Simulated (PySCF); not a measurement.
FGaH₆Si₂, SMILES [F][Ga]([SiH3])[SiH3]. Atoms are numbered in the order given.

```xyz
10

Ga    -0.1860    -0.1215     0.0165
F     -1.6834    -1.0915     0.1485
Si    -0.5031     1.8790    -1.3206
H      0.7719     2.2573    -2.0287
H     -0.8775     3.0179    -0.4053
H     -1.5977     1.6991    -2.3367
Si     1.6716    -1.1202     1.2173
H      2.5609    -0.0535     1.8020
H      2.4983    -1.9262     0.2467
H      1.1998    -2.0290     2.3190
```
Charge 0, spin multiplicity 1.

Coordinates come from a PBE-D3(BJ)/def2-SVP optimisation. The structure was generated by enumeration; whether it is a known compound was not checked.

Two levels are set side by side: PBE/pcSseg-1 (PySCF) and B3LYP/pcSseg-1 (PySCF). GIAO shifts against CFCl3 (¹⁹F), TMS (²⁹Si), TMS (¹H) at the same level; non-relativistic, no solvent, atoms listed together averaged. Differences are taken from unrounded values.

```tsv
quantity	PBE
δ(¹⁹F) of F2 (ppm)	-13.0
δ(²⁹Si) of Si3, Si7 (ppm)	-114.6
```

### Question
These are the PBE values. What does B3LYP give? (Estimate from the structure and the level; the computed values follow.)

### Answer

```json
[
 {"quantity": "δ(¹⁹F) of F2 (ppm)", "B3LYP": "-31.7", "PBE minus B3LYP": "18.7"},
 {"quantity": "δ(²⁹Si) of Si3, Si7 (ppm)", "B3LYP": "-110.6", "PBE minus B3LYP": "-4.0"}
]
```

Rough cost on one machine, each run with all the roots and properties that it gave: B3LYP against PBE within a factor of 2.
